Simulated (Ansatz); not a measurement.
```yaml
crystal:
  periodic: [false, false, false]
  atoms:
    - {symbol: C, position_ang: [1.391114, -1.547462, 0.750055]}
    - {symbol: C, position_ang: [0.637241, -0.716987, 0.314258]}
    - {symbol: Sn, position_ang: [-0.641329, 0.702095, -0.396369]}
    - {symbol: F, position_ang: [-2.150574, -0.101871, -1.204247]}
    - {symbol: F, position_ang: [0.166464, 1.691368, -1.791240]}
    - {symbol: Cl, position_ang: [-1.401719, 2.190516, 1.149430]}
    - {symbol: H, position_ang: [2.060004, -2.285760, 1.132413]}
basis:
  gaussian: {orbitals: def2-mTZVPP}
hamiltonian: {xc: {name: wB97X-D}}
output: {forces: true}
```

```sh
$ ansatz run in.yaml --threads 4 --pin off --events-out ev --progress --plain --max-ram 10444MiB
```

Shortened log:

```
Error: YAML parse error: error: line 13 column 19: hamiltonian.xc: no functional is named "wB97X-D"; the names, which are not case-sensitive, are SVWN5, SPW92, PBE, PBE0, PBEsol, revPBE, revPBE0, RPBE, rPW86-PBE, HSE06, wPBEh, LC-wPBE, HISS, HF, BLYP, B3LYP, B3LYP5, BHLYP, CAM-B3LYP, r2SCAN, r2SCANh, r2SCAN0, r2SCAN50, m-r2SCAN, B97, wB97, wB97X, wB97X-V, B97M-V, wB97M-V, B2PLYP, B2GP-PLYP, PBE0-DH, PBE-QIDH
11 | basis:
12 |   gaussian: {orbitals: def2-mTZVPP}
13 | hamiltonian: {xc: {name: wB97X-D}}
14 | output: {forces: true}
```

Q: What is wrong with this run?

A: The method's name isn't one that the program takes here. The input was rejected before any iteration.

HSE06 is defined as in plane-wave codes.
